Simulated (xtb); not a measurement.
HCl3Ge, charge -1, sextet, at a GFN2-xTB geometry of the parent state (a state made from the parent by changing its charge; the spin is typed, not shown lowest); GFN0-xTB in xtb.

xtb was given this input:
```
$ xtb mol.xyz --gfn 0 --chrg -1 --uhf 5 --json

# file mol.xyz
5

Ge     0.18961606     0.14465705     0.11687467
Cl    -0.81013033     2.36575078    -0.06066118
Cl     2.01410151    -1.47877166     0.11574629
Cl    -1.55983724    -1.16332174    -0.38022513
H     -0.01799083     0.06879887     1.78739072
```

Output, abridged:

```
   ID    Z sym.   atoms
    1   32 Ge     1
    2   17 Cl     2-4
    3    1 H      5

           -------------------------------------------------
          |                Calculation Setup                |
           -------------------------------------------------

           -------------------------------------------------
          |                 G F N 0 - x T B                 |
           -------------------------------------------------

          ...................................................
          :                      SETUP                      :
          :.................................................:
          :  # basis functions                  42          :
          :  # atomic orbitals                  38          :
          :  # shells                           14          :
          :  # electrons                        27          :
          :  electronic temp.          300.0000000     K    :
          :  accuracy                    1.0000000          :
          :  -> integral cutoff          0.2500000E+02      :
          :  -> integral neglect         0.1000000E-07      :
          ...................................................

         :::::::::::::::::::::::::::::::::::::::::::::::::::::
         ::                     SUMMARY                     ::
         :::::::::::::::::::::::::::::::::::::::::::::::::::::
         :: total energy             -16.398725862724 Eh    ::
         :: gradient norm              0.154132644943 Eh/a0 ::
         :: HOMO-LUMO gap              1.194530143809 eV    ::
         ::.................................................::
         :: H0 energy                -15.097933515264 Eh    ::
         :: repulsion energy           0.004418151231 Eh    ::
         :: electrostat energy        -1.303442039101 Eh    ::
         :: -> Gsolv                   0.000000000000 Eh    ::
         ::    -> Gsasa                0.000000000000 Eh    ::
         ::    -> Gshift               0.000000000000 Eh    ::
         :: dispersion energy         -0.001768459589 Eh    ::
         :: short-range corr.          0.000000000000 Eh    ::
         :: add. restraining           0.000000000000 Eh    ::
         :: total charge              -1.000000000000 e     ::
         :::::::::::::::::::::::::::::::::::::::::::::::::::::

           -------------------------------------------------
          |                Property Printout                |
[...]
        23                         -0.0601813              -1.6376
        24                         -0.0599755              -1.6320
        25                         -0.0597910              -1.6270
        26                         -0.0597457              -1.6258
        27                         -0.0591481              -1.6095
       ...                                ...                  ...
        38                          1.1310377              30.7771
      -------------------------------------------------------------
                  HL-Gap            0.0438982 Eh            1.1945 eV
             Fermi-level            0.0000000 Eh            0.0000 eV

     #   Z          covCN         q      C6AA      α(0)
     1  32 Ge       3.102     0.578   211.460    27.833
     2  17 Cl       0.737    -0.492   113.075    16.253
     3  17 Cl       0.737    -0.492   113.075    16.253
     4  17 Cl       0.804    -0.460   112.024    16.178
     5   1 H        0.824    -0.133     6.974     4.144

 Mol. C6AA /au·bohr⁶  :       2383.755809
 Mol. C8AA /au·bohr⁸  :     124418.275968
 Mol. α(0) /au        :         80.660416

Wiberg/Mayer (AO) data.
largest (>0.10) Wiberg bond orders for each atom

 ---------------------------------------------------------------------------
     #   Z sym  total        # sym  WBO       # sym  WBO       # sym  WBO
 ---------------------------------------------------------------------------
     1  32 Ge   3.532 --     4 Cl   1.080     2 Cl   0.837     3 Cl   0.837
                             5 H    0.779
     2  17 Cl   1.530 --     1 Ge   0.837     3 Cl   0.342     4 Cl   0.289
     3  17 Cl   1.530 --     1 Ge   0.837     2 Cl   0.342     4 Cl   0.289
     4  17 Cl   1.702 --     1 Ge   1.080     2 Cl   0.289     3 Cl   0.289
     5   1 H    0.946 --     1 Ge   0.779
 ---------------------------------------------------------------------------

Topologies differ in total number of bonds
Writing topology from bond orders to xtbtopo.mol

 dipole moment from electron density (au)
     X       Y       Z
  -0.6869  -0.5272  -0.4927  total (Debye):    2.532

           -------------------------------------------------
          | TOTAL ENERGY              -16.398725862724 Eh   |
          | GRADIENT NORM               0.154132644943 Eh/α |
          | HOMO-LUMO GAP               1.194530143809 eV   |
           -------------------------------------------------

normal termination of xtb
```
